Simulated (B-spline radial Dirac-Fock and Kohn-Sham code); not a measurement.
# Muonic isotope shifts in cesium

Level of theory: the Dirac equation of a negative muon with reduced mass in the field of a spherical finite nucleus, with the Uehling potential to all orders; nuclear polarisation, deformation, hyperfine structure, self-energy, higher-order vacuum polarisation, relativistic recoil and electron screening are left out; a radial atomic solver. Nuclear charge: Fermi distribution (skin thickness 2.3 fm); radii from Angeli and Marinova (2013). Reference ¹³²Cs, radius 4.8002 fm: 2p3/2 → 1s1/2 3905 keV, 3d5/2 → 2p3/2 1184 keV.

| A | radius (fm) | δ⟨r²⟩ (fm²) | shift 2p3/2 → 1s (keV) | shift 3d5/2 → 2p3/2 (keV) |
| --- | --- | --- | --- | --- |
| 118 | 4.7832 | -0.163 | +7.96 | +0.12 |
| 119 | 4.7896 | -0.102 | +4.91 | +0.04 |
| 120 | 4.7915 | -0.083 | +4.01 | +0.03 |
| 121 | 4.7769 | -0.223 | +11.02 | +0.24 |
| 122 | 4.7773 | -0.219 | +10.84 | +0.24 |
| 123 | 4.782 | -0.174 | +8.60 | +0.18 |
| 124 | 4.7828 | -0.167 | +8.23 | +0.18 |
| 125 | 4.788 | -0.117 | +5.75 | +0.12 |
| 126 | 4.7872 | -0.125 | +6.15 | +0.14 |
| 127 | 4.7936 | -0.063 | +3.10 | +0.05 |
| 128 | 4.7921 | -0.078 | +3.83 | +0.08 |
| 129 | 4.7981 | -0.020 | +0.97 | +0.01 |
| 130 | 4.7992 | -0.010 | +0.46 | 0.00 |
| 131 | 4.8026 | +0.023 | -1.16 | -0.04 |
| 133 | 4.8041 | +0.037 | -1.85 | -0.05 |
| 134 | 4.8031 | +0.028 | -1.36 | -0.03 |
| 135 | 4.8067 | +0.062 | -3.07 | -0.07 |
| 136 | 4.8059 | +0.055 | -2.68 | -0.05 |
| 137 | 4.8128 | +0.121 | -5.96 | -0.14 |
| 138 | 4.8255 | +0.244 | -12.00 | -0.31 |
| 139 | 4.8422 | +0.405 | -19.92 | -0.54 |
| 140 | 4.8554 | +0.533 | -26.16 | -0.73 |
| 141 | 4.8689 | +0.664 | -32.53 | -0.91 |
| 142 | 4.8825 | +0.797 | -38.93 | -1.10 |
| 143 | 4.8965 | +0.934 | -45.50 | -1.30 |
| 144 | 4.9055 | +1.022 | -49.72 | -1.42 |
| 145 | 4.9188 | +1.153 | -55.94 | -1.61 |
| 146 | 4.9281 | +1.244 | -60.28 | -1.74 |

Values without a named source are computed, but for edge energies of neutral atoms, which are taken from tables.
